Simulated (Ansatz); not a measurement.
# What each rung costs, and what it gives

The pair of HBr (SMILES Br, atoms 1–2) and CH2O (SMILES C=O, atoms 3–6), both closed shells, in one local arrangement (a lower one may exist), relaxed at PBE0-D4/def2-TZVP:

Br1  (-0.172, -0.599, -2.577)
H2  (-0.522, 0.129, -1.374)
C3  (0.182, 0.110, 0.994)
O4  (-0.609, 0.740, 0.345)
H5  (0.807, -0.679, 0.538)
H6  (0.314, 0.298, 2.074)
(Å)

Interaction energies are counterpoise-corrected; the time is that of the whole pair.

Program: Ansatz 0.2.0. Basis: as named in each row. Cores are frozen in the correlated methods. Filled d shells of the heavier atoms are correlated. The def2 sets are not built for correlating such inner shells, so the correlated values are less sure here. B3LYP uses VWN-RPA correlation. Extrapolation: Hartree–Fock as exp(−7.88 √X), correlation as X^−2.97.

Times are rough, for one single point on 4 threads of a shared host (Intel Xeon Platinum 8375C).

The estimate by CCSD(T) at an estimated basis limit (MP2 extrapolated from triple and quadruple zeta, plus CCSD(T) − MP2 in triple zeta) is -5.11 kcal/mol.

```tsv
method	basis	time (s)	interaction energy (kcal/mol)	method less estimate
HF	STO-3G	under 1	1.62	6.73
PBE-D4	STO-3G	under 1	-5.01	0.10
SPW92	def2-SVP	under 1	-9.36	-4.25
PBE-D4	def2-SVP	under 1	-5.91	-0.80
B3LYP-D4	6-31G	under 1	-5.60	-0.49
PBE0-D4	def2-SVP	under 1	-5.76	-0.65
PBE-D4	def2-TZVPPD	1	-6.04	-0.94
revPBE-D4	def2-TZVPPD	1	-5.15	-0.04
BLYP-D4	def2-TZVPPD	2	-5.16	-0.06
CCSD(T)	def2-SVP	2	-2.22	2.89
B3LYP-D4	def2-TZVPPD	2	-5.29	-0.18
HSE06-D4	def2-TZVPPD	2	-5.76	-0.66
PBE0-D4	def2-TZVPPD	2	-5.77	-0.66
wB97M-V	def2-SVP	2	-4.83	0.28
r2SCAN-D4	def2-TZVPPD	2	-5.91	-0.80
B2PLYP	def2-TZVPPD	3	-4.30	0.81
wB97X-V	def2-TZVPPD	4	-5.00	0.11
wB97M-V	def2-TZVPPD	4	-4.91	0.19
B97M-V	def2-TZVPPD	5	-5.04	0.07
MP2	def2-QZVPPD	8	-5.52	-0.41
CCSD(T)	def2-TZVPPD	30	-4.06	1.04
```

The T1 diagnostic stays at or below 0.017.
